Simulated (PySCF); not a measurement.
Isomers of C6H6F4, one GFN2-xTB conformer each. Single-point energies are computed at PBE0/pcSseg-1 (PySCF, gas phase, no added dispersion term), electronic only.

Problem. Rank them by PBE0/pcSseg-1 energy, lowest first (kJ/mol).
A. `FC(F)(F)[C@]12C[C@](F)(C1)C2`
B. `[CH2:1]=[C:2](/[CH:3]=[CH:4]/[F:5])[CH2:6][C:7]([F:8])([F:9])[F:10]` with C1–C2–C3–C4 -178°, C1–C2–C6–C7 92°
C. `FC(F)([C@@](C)(F)C#CC)F`

Solution. B (0.0), A (52.0), C (58.6).

As drawn, the lowest has a C=C bond outside aromatic rings, which the highest lacks; the highest has a C≡C bond, which the lowest lacks. Neighbours under 10 kJ/mol apart (FC(F)(F)[C@]12C[C@](F)(C1)C2 and CC#C[C@](C)(F)C(F)(F)F) can change places with a better method, another conformer or zero-point energy. GFN2-xTB itself gives, in the same order: 0.0, 21.0, 33.9. Both levels put the same isomer lowest; measured from each level's own lowest isomer, the values differ by up to 31.0 kJ/mol (FC(F)(F)[C@]12C[C@](F)(C1)C2: 21.0 against 52.0).

Problem. Which frontier levels, dipoles and rotational constants go with these structures?

Solution. 
| SMILES | HOMO (eV, PBE0/pcSseg-1) | LUMO (eV) | dipole (D) | A, B, C (MHz) |
| --- | --- | --- | --- | --- |
| C=C(/C=C/F)CC(F)(F)F | -6.99 | -1.14 | 2.20 | 1966, 848.0, 674.2 |
| FC(F)(F)[C@]12C[C@](F)(C1)C2 | -9.48 | 1.51 | 0.84 | 2994, 831.3, 831.2 |
| CC#C[C@](C)(F)C(F)(F)F | -8.06 | 0.24 | 3.27 | 1963, 910.0, 813.2 |
